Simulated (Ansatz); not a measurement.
Input file for Ansatz (a program for electronic structure): U-CCSD(T)/def2-TZVPP on Hg2+, 2S+1 = 2, a spin state set in the input, which need not be the lowest, a point of a bond scan (R = 2.798 Å). Charge +1. Elements past Kr take the def2 small-core potentials; no spin–orbit coupling.

Ansatz 0.2 input:
```yaml
crystal:
  periodic: [false, false, false]
  atoms:
    - {symbol: Hg, position_ang: [0.00000000, 0.00000000, 0.00000000]}
    - {symbol: Hg, position_ang: [0.00000000, 0.00000000, 2.79836900]}
basis:
  gaussian:
    orbitals: def2-TZVPP
total_charge: 1
magnetization: {spin_polarized: true, initial_magnetization: 1}
correlation: {method: ccsd_t, electrons: valence}
output: {orbitals: {seedname: ./end}}
```

The log:

```
WARN ansatz: RAYON_NUM_THREADS=1 ignored (pool sized by the plan → 1); use --threads N
Functional definition: HF
integrals: 0.28 GiB planned
826 factors; integrals over basis functions are off by at most 1.2e-3 eV
mean field: 0.45 GiB planned
mean field evaluation 1: about -8294.5151 eV, gradient 7.1e0 eV
mean field evaluation 2: about -8294.6445 eV, gradient 6.9e0 eV
mean field evaluation 4: about -8294.9411 eV, gradient 1.4e0 eV
mean field evaluation 8: about -8294.9971 eV, gradient 7.1e-2 eV
mean field evaluation 16: about -8294.9975 eV, gradient 2.5e-6 eV
mean field evaluation 32: about -8291.5539 eV, gradient 1.1e-1 eV
mean field -8294.99752998 eV, -304.8355366755 hartree, gradient 3.0e-6 eV, S^2 0.813841; 1 other end points of the search recorded, 0 dependent functions left out
determinant -8294.99752998 eV, -304.8355366755 hartree, with singles and doubles -8326.83592588 eV, -306.0055761438 hartree
determinant -8291.55468346 eV, -304.7090143997 hartree, with singles and doubles -8323.81935707 eV, -305.8947192850 hartree
reference -8294.99752998 eV, -304.8355366755 hartree; 20, 19 occupied and 98, 99 virtual orbitals, 826 factors
second order -34.02262553 eV of doubles, -0.00000000 eV of singles
coupled cluster: 1.02 GiB planned
cycle   1  -31.84205657 eV  change   -3.7e-3 eV  update   8.3e-4
cycle   2  -31.84166944 eV  change    3.9e-4 eV  update   5.0e-4
cycle   3  -31.84174101 eV  change   -7.2e-5 eV  update   3.1e-4
cycle   4  -31.84196592 eV  change   -2.2e-4 eV  update   9.6e-5
cycle   5  -31.84197160 eV  change   -5.7e-6 eV  update   3.6e-5
perturbative correction -1.03895624 eV, -0.0381809378 hartree
Total energy: -8327.87845782 eV, -306.0438884862 hartree
```

Self-consistency was reached.

Cost: about 60 core-seconds (a rough figure).
